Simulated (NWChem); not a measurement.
# SiH$_{3}$I; SMILES [SiH3]I

```xyz
5

Si     0.0000     0.0000     1.7999
I      0.0000     0.0000    -0.6491
H      1.0827     0.9065     2.2738
H      0.2437    -1.3908     2.2738
H     -1.3263     0.4844     2.2738
```
Atoms are numbered in this order, from 1.

The geometry was optimised at PBE0/def2-SVP. Not confirmed as a minimum by frequencies. def2 effective core potentials on I; no spin-orbit coupling.

List the 4 lowest vertical singlet excitations from PBE0/def2-SVPD with def2 effective core potentials on I, TDA (NWChem).


```csv
state,energy (eV),oscillator strength,leading excitation (squared amplitude)
S1,5.42,0.010,HOMO → LUMO (0.99)
S2,5.42,0.010,HOMO−1 → LUMO (0.99)
S3,6.84,0.034,HOMO−1 → LUMO+1 (0.97)
S4,6.84,0.034,HOMO → LUMO+1 (0.97)
```
